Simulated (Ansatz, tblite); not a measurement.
Removing and adding an electron: the cluster Al2Sb. Charge 0, multiplicity 2. Geometry: PBE-D4/def2-TZVP. Ansatz, gas phase; energy differences of separate SCF runs; the oxidised species is a triplet (the singlet lies 0.12 eV higher at PBE0-D4/def2-TZVP); the reduced species is a singlet (the triplet lies 0.11 eV higher at PBE0-D4/def2-TZVPD).

```tsv
atom	x (Å)	y (Å)	z (Å)
Al1	-1.466	0.139	-0.281
Al2	0.868	1.219	-0.090
Sb3	0.598	-1.358	0.372
```

In the def2 sets Sb takes a core potential; there is no spin–orbit coupling. The xTB rows come from tblite. The structure comes from a short search, and lower isomers may exist.

| level | −HOMO (eV) | vertical IE (eV) | −LUMO (eV) | vertical EA (eV) | HOMO–LUMO gap (eV) | IE − EA (eV) | remarks |
| --- | --- | --- | --- | --- | --- | --- | --- |
| GFN1-xTB | – | 10.74 | – | 4.66 | – | 6.08 | – |
| GFN2-xTB | – | 10.52 | – | – | – | – | – |
| PBE-D4/def2-TZVP | 4.89 | 7.25 | 4.05 | – | 0.83 | – | – |
| PBE-D4/def2-TZVPD | 4.90 | – | 4.06 | 1.89 | 0.84 | – | HOMO above zero (-1 singlet), restricted SCF unstable in HF (-1 singlet) |
| r2SCAN-D4/def2-TZVP | 5.11 | 7.26 | 3.77 | – | 1.35 | – | spin-contaminated (⟨S²⟩ 1.02) (doublet) |
| PBE0-D4/def2-TZVP | 5.66 | 7.25 | 3.38 | – | 2.28 | – | spin-contaminated (⟨S²⟩ 0.87) (doublet) |
| PBE0-D4/def2-TZVPD | 5.66 | – | 3.38 | 1.92 | 2.28 | – | restricted SCF unstable in HF (-1 singlet), spin-contaminated (⟨S²⟩ 0.87) (doublet) |

Run but left out: GFN2-xTB (tight binding far off the other levels); HF/def2-TZVPD, MP2/def2-TZVPD, CCSD/def2-TZVPD, CCSD(T)/def2-TZVPD (doublet: ⟨S²⟩ 1.48, where a pure state has 0.75); r2SCAN-D4/def2-TZVPD (charge -1 singlet: restricted singlet with a triplet 0.00 eV lower at the same geometry).   A HOMO above zero means that the electron is unbound at that level or that self-interaction error raises the level; the energy of removing that electron tells which. HOMO and LUMO are the levels of the spin that leaves or enters (xTB has no such levels and no spin-polarisation term). Other spin states of the ions may lie lower, which would lower the ionisation energy or raise the affinity. Raw xTB energy differences between charge states are shifted by several eV; the methods need an empirical correction for them.
